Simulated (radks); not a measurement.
Values are calculated unless marked as measured or tabulated.
Species: Mn. Configuration: [Ar] 3d3 4s2 4d2 (not the ground configuration).

Code: a radial shooting solver on a logarithmic mesh with Libxc functionals. Model: non-relativistic Kohn-Sham, exchange-only r2SCAN, spin-polarised, spherical densities, point nucleus; open shells are filled with parallel spins first; meta-GGA in the generalised Kohn-Sham scheme.

Energy parts (Ry):
total: -2297.17410
kinetic: 2297.17409
electron-nucleus: -5425.87281
Hartree: 931.36798
exchange: -99.84336

Orbitals (lengths in bohr, moments of r in powers of bohr; r(90%) holds 90 % of the orbital's charge):
| orbital | occ. | eigenvalue (Ry) | r(90%) |
|---|---|---|---|
| 1s up | 1 | -471.8726 | 0.110 |
| 1s down | 1 | -471.8741 | 0.110 |
| 2s up | 1 | -56.36377 | 0.437 |
| 2s down | 1 | -56.18987 | 0.435 |
| 2p up | 3 | -48.42428 | 0.407 |
| 2p down | 3 | -48.29361 | 0.405 |
| 3s up | 1 | -8.15994 | 1.25 |
| 3s down | 1 | -7.75368 | 1.26 |
| 3p up | 3 | -5.81065 | 1.34 |
| 3p down | 3 | -5.40673 | 1.35 |
| 3d up | 3 | -2.04537 | 1.64 |
| 3d down | 0 | -1.65276 | 1.73 |
| 4s up | 1 | -0.98360 | 3.68 |
| 4s down | 1 | -0.88694 | 3.70 |
| 4d up | 2 | -0.06550 | 9.80 |

The highest occupied level is 4d up at -0.891 eV. The configuration is held as typed, so some empty levels lie below it. Virial ratio -V/T = 2.00000. Spin moment in Bohr magnetons: 5.
